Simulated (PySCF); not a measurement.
In(H)(OMe)2 (C2H7InO2), SMILES C[O][InH][O]C. The structure is a stationary point at PBE-D3(BJ)/def2-SVP. The structure was generated by enumeration; whether it is a known compound was not checked. The def2 effective core potentials stand for the cores of In; spin–orbit coupling is left out. Other conformers were not sampled.

Question: Give the equilibrium geometry at PBE-D3(BJ)/def2-SVP (PySCF confirms it by a frequency run) as Cartesian coordinates in Å. (Estimate from the structure and the level; the computed values follow.)

Answer: This is not unique; one that fits is 
```xyz
12

In    -0.4561     0.0623     0.3981
H     -1.4630    -0.0720     1.7802
O      1.3230    -0.8561     0.0781
C      1.9440    -1.7030     1.0135
H      1.3461    -1.9057     1.9372
H      2.1664    -2.6963     0.5548
H      2.9194    -1.2775     1.3523
O     -0.8190     1.1630    -1.2472
C      0.1029     1.1788    -2.3219
H      1.0075     0.5511    -2.1539
H     -0.3881     0.8171    -3.2561
H      0.4486     2.2216    -2.5164
```
Charge 0, spin multiplicity 1.
